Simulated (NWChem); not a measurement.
System: SnSi$_{2}$H$_{8}$; SMILES [SiH3][SnH2][SiH3]

NWChem input:

```
start job
memory heap 200 mb stack 900 mb global 1100 mb
geometry units angstroms
  Sn     0.035975    -0.228839     0.287842
  Si     2.163283     0.913633    -0.479612
  Si    -2.305991    -0.007398    -0.660095
  H      0.379017    -1.886744     0.370225
  H     -0.080575     0.033031     1.958483
  H      1.966784     2.357291    -0.468482
  H      3.273859     0.573245     0.394418
  H      2.473052     0.494388    -1.839834
  H     -2.733167    -1.272487    -1.236965
  H     -3.237284     0.391048     0.383413
  H     -2.302205     1.010154    -1.704774
end
basis spherical
  * library def2-svp
end
ecp
  Sn library def2-ecp
end
dft
  xc pbe0
  iterations 150
end
driver
  maxiter 120
end
task dft optimize
```

Output (shortened):

```
             Northwest Computational Chemistry Package (NWChem) 7.3.0
             --------------------------------------------------------

 C1  symmetry detected

                             Geometry "geometry" -> ""
                             -------------------------

 Output coordinates in angstroms (scale by  1.889725989 to convert to a.u.)

  No.       Tag          Charge          X              Y              Z
 ---- ---------------- ---------- -------------- -------------- --------------
    1 Sn                  50.0000    -0.42479347    -0.00059270     0.00002547
    2 Si                  14.0000     0.67694081    -2.28222563     0.00010160
    3 Si                  14.0000     0.67549196     2.28453254     0.00011556
    4 H                    1.0000    -1.54920021    -0.00555178    -1.26835880
    5 H                    1.0000    -1.55276186    -0.00573217     1.26527725
    6 H                    1.0000     1.58168673    -2.38123672     1.13786949
    7 H                    1.0000    -0.32136707    -3.33530432     0.08715409
    8 H                    1.0000     1.44704427    -2.44682271    -1.22536792
    9 H                    1.0000     0.38192478     2.98044415    -1.24295879
   10 H                    1.0000     0.19883242     3.07419133     1.12448628
   11 H                    1.0000     2.11945587     2.11735042     0.11758462

 Effective nuclear repulsion energy (a.u.)     445.6962484506

                                Z-matrix (autoz)
                                --------

 Units are Angstrom for bonds and degrees for angles

      Type          Name      I     J     K     L     M      Value
      ----------- --------  ----- ----- ----- ----- ----- ----------
    1 Stretch                  1     2                       2.53371
    2 Stretch                  1     3                       2.53622
    3 Stretch                  1     4                       1.69503
    4 Stretch                  1     5                       1.69505
    5 Stretch                  2     6                       1.45701
    6 Stretch                  2     7                       1.45368
    7 Stretch                  2     8                       1.45668
    8 Stretch                  3     9                       1.45455
    9 Stretch                  3    10                       1.45430
   10 Stretch                  3    11                       1.45835
   11 Bend                     1     2     6               109.34347
   12 Bend                     1     2     7               110.71600
   13 Bend                     1     2     8               109.36648
   14 Bend                     1     3     9               110.08918
   15 Bend                     1     3    10               110.30771
   16 Bend                     1     3    11               109.04216
   17 Bend                     2     1     3               128.51469
   18 Bend                     2     1     4               106.60882
   19 Bend                     2     1     5               106.65478
   20 Bend                     3     1     4               106.88463
   21 Bend                     3     1     5               106.94152
   22 Bend                     4     1     5                96.72593
   23 Bend                     6     2     7               109.29616
   24 Bend                     6     2     8               108.72235
   25 Bend                     7     2     8               109.36503
   26 Bend                     9     3    10               109.56025
   27 Bend                     9     3    11               108.87606
   28 Bend                    10     3    11               108.93515
   29 Torsion                  2     1     3     9         114.49997
   30 Torsion                  2     1     3    10        -124.47189
   31 Torsion                  2     1     3    11          -4.88371
   32 Torsion                  3     1     2     6          55.84894
   33 Torsion                  3     1     2     7         176.32587
   34 Torsion                  3     1     2     8         -63.09683
   35 Torsion                  4     1     2     6        -175.48722
   36 Torsion                  4     1     2     7         -55.01028
   37 Torsion                  4     1     2     8          65.56701
   38 Torsion                  4     1     3     9         -14.05995
   39 Torsion                  4     1     3    10         106.96819
   40 Torsion                  4     1     3    11        -133.44364
   41 Torsion                  5     1     2     6         -72.96589
   42 Torsion                  5     1     2     7          47.51105
   43 Torsion                  5     1     2     8         168.08834
   44 Torsion                  5     1     3     9        -116.79301
   45 Torsion                  5     1     3    10           4.23513
   46 Torsion                  5     1     3    11         123.82331

                           NWChem Geometry Optimization
                           ----------------------------

 maximum gradient threshold         (gmax) =   0.000450
 rms gradient threshold             (grms) =   0.000300
 maximum cartesian step threshold   (xmax) =   0.001800
 rms cartesian step threshold       (xrms) =   0.001200
 fixed trust radius                (trust) =   0.300000
 source of zmatrix                         =   autoz

          -------------------
          Energy Minimization
          -------------------

[...]

      ----------------------
      Optimization converged
      ----------------------

  Step       Energy      Delta E   Gmax     Grms     Xrms     Xmax
  ---- ---------------- -------- -------- -------- -------- --------
@   43    -797.63603838 -2.2D-08  0.00001  0.00000  0.00056  0.00135
                                     ok       ok       ok       ok

                                Z-matrix (autoz)
                                --------

 Units are Angstrom for bonds and degrees for angles

[...]
```

Level: PBE0/def2-SVP with def2 effective core potentials on Sn. Not confirmed as a minimum by frequencies. def2 effective core potentials on Sn; no spin-orbit coupling.
